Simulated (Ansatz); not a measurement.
Species: C2H4BO2, net charge 0, doublet state. It need not be the lowest isomer of its formula. SMILES: C=CB([O])O
Geometry from a B3LYP-D3(BJ)/def2-TZVP (Ansatz, an electronic-structure program) optimisation:
```
C
C 1 1.3311
H 2 1.0837 1 121.49
H 1 1.0839 2 119.81 3 180.00
H 2 1.0849 3 116.69 1 180.00
B 1 1.5670 4 119.77 2 -180.00
O 6 1.3458 1 118.08 4 0.00
O 6 1.3735 7 121.29 1 -180.00
H 8 0.9632 6 113.93 7 0.00
```
Charge 0, spin multiplicity 2.

Atomisation energy built up term by term with Ansatz (kcal/mol; UHF references for open shells; valence terms freeze the core; atomic spin-orbit terms are left out). CBS marks a two-point X^-3 extrapolation of the correlation energy; Hartree-Fock from the larger set.

```csv
term,basis,kcal/mol
Hartree-Fock,cc-pVQZ,680.77
CCSD correlation,"CBS(cc-pVTZ,cc-pVQZ)",217.30
(T),"CBS(cc-pVTZ,cc-pVQZ)",16.85
core correlation,cc-pwCVTZ,4.27
scalar relativity (X2C),cc-pVTZ-DK against cc-pVTZ,-0.81
sum: De,,918.4
```

(T) makes 1.8 % of the CCSD(T) atomisation energy; under 5 % is typical of single-reference molecules.
